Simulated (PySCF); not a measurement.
## Molybdenum: a sound run and one with changed settings

Sound run: Mo⁺ [Kr] 4d5, Mo²⁺ [Kr] 4d4. Calculation: PySCF 2.14, in def2-SVP with the def2 core potential (28 electrons) (5s3p2d1f, 31 functions); scalar relativity through the core potential. The sound run starts from symmetry-adapted Hartree-Fock orbitals and uses a fine grid where one is needed.

A second run was set up differently.

| species | method | sound run (hartree) | changed run (hartree) | converged |
| --- | --- | --- | --- | --- |
| Mo⁺ | UHF | -67.31381 | -67.31381 | yes |
| Mo⁺ | MN15 | -67.67046 | -67.67046 | yes |
| Mo⁺ | r2SCAN | -67.85240 | -67.85240 | yes |
| Mo²⁺ | UHF | -66.75994 | -66.75994 | yes |
| Mo²⁺ | MN15 | -67.08102 | -67.06536 | yes |
| Mo²⁺ | r2SCAN | -67.25410 | -67.27157 | yes |

Ionisation energy of Mo⁺:

```json
{"method": "UHF", "sound run (eV)": "15.072", "changed run (eV)": "15.072"}
{"method": "MN15", "sound run (eV)": "16.039", "changed run (eV)": "16.465"}
{"method": "r2SCAN", "sound run (eV)": "16.280", "changed run (eV)": "15.805"}
```

What was changed?
A. too few SCF iterations
B. basis contracted for another Hamiltonian
C. all electrons correlated in a valence basis
D. angular grid far too coarse

D. It used 26 angular points. A coarse angular grid integrates products of high-l functions wrongly, so density functionals can shift, and the SCF can exploit the error; Hartree-Fock and MP2 need no grid.
